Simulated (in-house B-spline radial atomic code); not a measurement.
Au⁺. Computed with a B-spline radial atomic code. Model: non-relativistic spherical atom: semilocal Troullier-Martins pseudo-atom, one channel per l, against all electrons, high spin, G0W0 and RPA with empty states to l = 8, local potential for every l without a channel, a model core (radius 0 = none) keeps its share of the functional.

Without relativity these are model numbers for so heavy an element.

What the tables leave out is listed at the end.

The pseudopotential gives back the lowest level of each angular momentum of its own functional in the configuration it was made in; a second state of the same l is only approximately right. Exact exchange, RPA and GW see the smooth pseudo-orbitals and miss the exchange with the core, for which the functional's share stands in. The column with an uncorrelated core keeps all orbitals and exact exchange, and so separates missing core correlation from pseudisation. Only the three outermost levels and the lowest empty one were computed. RPA here is direct RPA, with no exchange kernel, and its energies carry an (l + 1/2)⁻⁴ tail. A hybrid on a potential with a model core restores only its own semilocal share of the core's exchange.

Command:
```bash
python run_psgw.py task.json out
```
Settings (lengths in bohr, energies in hartree):
```
Z                      79
electrons              78
configuration          [Xe] 4f14 5d10
generated_in           [Xe] 4f14 5d10 6s1
functional             lda,vwn
core_shells            9
radius_factor          1.3
core_correction        True
```

Run time, properties included: 47 s on 1 thread of Arm Neoverse N1, on a shared host.

Given: made with LDA VWN5; model core radius 0.579 bohr; local radius 1.279 bohr; mean-field start PBE0.

Valence shells of the generating configuration: 4f, 5s, 5p, 5d, 6s.

Channel: s 1.217, p 1.294, d 1.579, f 1.629 (radii in bohr).

Computed: largest level miss in the spin-unpolarised generating configuration 0.159 eV; valence RPA correlation energy all-electron orbitals -2.2647 hartree; valence RPA correlation energy pseudo -2.5656 hartree; all-electron RPA polarisability, core included 9.6023 bohr³.

```json
{"level": "5d", "occupied": "1", "mean-field all-electron (eV)": "-17.552", "mean-field pseudo minus all (eV)": "-0.174", "G0W0 all-electron (eV)": "-21.845", "G0W0 uncorrelated core minus all (eV)": "-0.049", "G0W0 pseudo minus all (eV)": "-0.772", "exchange self-energy all-electron (eV)": "-33.275", "exchange self-energy pseudo (eV)": "-32.858"}
{"level": "6s (empty)", "occupied": "0", "mean-field all-electron (eV)": "-9.385", "mean-field pseudo minus all (eV)": "-0.127", "G0W0 all-electron (eV)": "-7.3103", "G0W0 uncorrelated core minus all (eV)": "0.002", "G0W0 pseudo minus all (eV)": "-0.033", "exchange self-energy all-electron (eV)": "-3.3995", "exchange self-energy pseudo (eV)": "-3.1774"}
```

Task: What is the pseudo-atom RPA polarisability?

Result: 9.1553 bohr³.

Among the listed levels the largest G0W0 shift of the pseudo-atom is -0.77 eV, for 5d on the PBE0 start, while leaving the core uncorrelated moves that level by -0.05 eV. So pseudisation and the lost core exchange, not the missing core correlation, make the error. Not in the tables (levels of low weight, unsolved or above zero; the highest and the empty levels are kept at any weight): on LDA, a start not tabulated, the G0W0 levels 5d (pseudo minus all -1.74 eV, weights 0.75 and 0.49), 5p (pseudo minus all -4.31 eV, weights 0.32 and 0.07), 5s (pseudo minus all -1.17 eV, weights 0.25 and 0.04), 6s (pseudo minus all -0.17 eV, weights 0.94 and 0.94); on PBE0 the G0W0 levels 5p (pseudo minus all -5.20 eV, weights 0.55 and 0.10), 5s (pseudo minus all -2.12 eV, weights 0.47 and 0.06); no Hartree-Fock pseudo-atom is run with a model core.
